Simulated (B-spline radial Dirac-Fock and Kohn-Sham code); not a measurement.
What relativity does to the binding energies of Mo¹¹⁺

System: the Mo¹¹⁺ ion, configuration [Ar] 3d10 4s2 4p1.

Both columns are ΔSCF binding energies of the configuration average from a B-spline atomic structure program: non-relativistic Hartree-Fock with a point nucleus, and Dirac-Fock with a finite nucleus and the Coulomb interaction alone, averaged over the two j levels with weights 2j+1.

| shell | Hartree-Fock (eV) | Dirac-Fock (eV) | shift (eV) | shift (%) |
| --- | --- | --- | --- | --- |
| 1s | 19799.8 | 20294.2 | +494.36 | +2.50 |
| 2s | 2996.1 | 3113.3 | +117.18 | +3.91 |
| 2p | 2765.1 | 2796.7 | +31.61 | +1.14 |
| 3s | 712.0 | 735.1 | +23.07 | +3.24 |
| 3p | 621.5 | 628.1 | +6.59 | +1.06 |
| 3d | 458.4 | 455.1 | -3.34 | -0.73 |
| 4s | 250.9 | 255.9 | +5.03 | +2.00 |
| 4p | 226.1 | 227.5 | +1.44 | +0.64 |

Relativity binds 1s, 2s, 2p, 3s, 3p, 4s, 4p more strongly, among those listed most of all 2s in relative terms, and 3d more weakly, because the contracted s and p shells screen the nucleus better.

Values without a named source are computed, but for edge energies of neutral atoms, which are taken from tables.
